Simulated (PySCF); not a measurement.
PhCF2CH3, C8H8F2.
Numbering: `[CH3:1][C:2]([F:3])([F:4])[c:5]1[cH:6][cH:7][cH:8][cH:9][cH:10]1` (hydrogens: H11, H12, H13 on C1; H14 on C6; H15 on C7; H16 on C8; H17 on C9; H18 on C10)

Cartesian coordinates in Å at the PBE0-D3(BJ)/def2-SVP level; atoms count from 1:
```xyz
18
C8H8F2 angstrom
C      2.4956   -0.3292    0.3935
C      1.5871    0.3854   -0.5773
F      1.8560   -0.0644   -1.8356
F      1.8964    1.7115   -0.5671
C      0.1143    0.2068   -0.2876
C     -0.5809    1.1624    0.4547
C     -1.9265    0.9647    0.7596
C     -2.5821   -0.1855    0.3242
C     -1.8894   -1.1379   -0.4232
C     -0.5451   -0.9427   -0.7297
H      3.5402   -0.1673    0.0919
H      2.2770   -1.4052    0.3915
H      2.3412    0.0620    1.4076
H     -0.0652    2.0665    0.7834
H     -2.4674    1.7176    1.3377
H     -3.6370   -0.3389    0.5638
H     -2.4015   -2.0367   -0.7746
H     -0.0034   -1.6789   -1.3277
```

Computed, not measured: PySCF, TDDFT B3LYP/def2-SVPD, vertical, gas phase, core orbitals frozen in the response.

For one non-degenerate pair of states in vacuum, A = 0.6670 f ν̃² s⁻¹ with ν̃ in cm⁻¹, τ = 1/A, |μ|² = 3f / (2ΔE) in atomic units, and the integrated cross-section is ∫σ dE = 109.76 f Mb·eV.

The rates are for emission to S0 at the absorption energy, with no other channel.

Energies and rates of the computed singlets with f of 0.002 or more:

| state | ν̃ (cm⁻¹) | A (s⁻¹) |
| --- | --- | --- |
| S2 | 48520 | 2.69×10⁷ |
| S3 | 55400 | 4.49×10⁸ |
| S4 | 55660 | 4.26×10⁸ |
| S5 | 56140 | 1.16×10⁹ |
| S6 | 56400 | 4.91×10⁸ |
| S7 | 58800 | 1.65×10⁷ |
| S9 | 60410 | 9.79×10⁷ |
| S10 | 60900 | 2.52×10⁷ |

Problem. Which f and |μ| stand behind these rates?

Solution. f = A / (0.6670 ν̃²), and |μ| follows from f:

```tsv
state	f	|μ| (D)	τ	main configurations (H = HOMO, L = LUMO)
S2	0.017	0.87	37 ns	H→L (60%), H-1→L+1 (38%)
S3	0.219	2.90	2.2 ns	H-1→L+2 (41%), H→L+1 (20%), H-1→L (19%)
S4	0.206	2.80	2.4 ns	H→L+2 (58%), H-1→L+1 (14%)
S5	0.552	4.57	860 ps	H-1→L+1 (37%), H→L+2 (30%), H→L (24%)
S6	0.231	2.95	2 ns	H-1→L+2 (48%), H→L+1 (22%), H-1→L (19%)
S7	0.0071	0.51	61 ns	H-2→L (96%)
S9	0.040	1.19	10 ns	H→L+3 (93%)
S10	0.010	0.60	40 ns	H-1→L+3 (84%)
```

Problem. Which computed singlets stay under f = 0.002?

Solution. S1 (5.36 eV, f 0.0008) and S8 (7.42 eV, f 0.0000).

Problem. Suppose S2 emitted 0.3 eV lower with the same transition dipole. How would A change?

Solution. At fixed |μ|, A goes as the cube of the energy: (5.72/6.02)³ = 0.86, which makes τ about 43 ns.

Problem. What is the integrated cross-section of all computed states together?

Solution. Σf = 1.285 over S1 to S10, so 109.76 × Σf ≈ 141 Mb·eV.

All these states lie below the vertical ionisation energy of 9.40 eV (ΔSCF).

One conformer stands for the species.
